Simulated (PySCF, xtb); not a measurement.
B(Cl)(F)(SiH3) (BClFH3Si), SMILES FB([SiH3])Cl.

xtb with GFN2-xTB at its own geometry gives an orbital gap of 3.33 eV and a dipole moment of 0.53 D.

The structure is a stationary point at B3LYP-D3(BJ)/def2-SVP.

Q: What does B3LYP/def2-TZVPD in PySCF give? (The exact figures need the calculation; the answer reports its results.)

A: gap 6.53 eV (levels -8.51 and -1.98 eV), dipole 0.77 D.
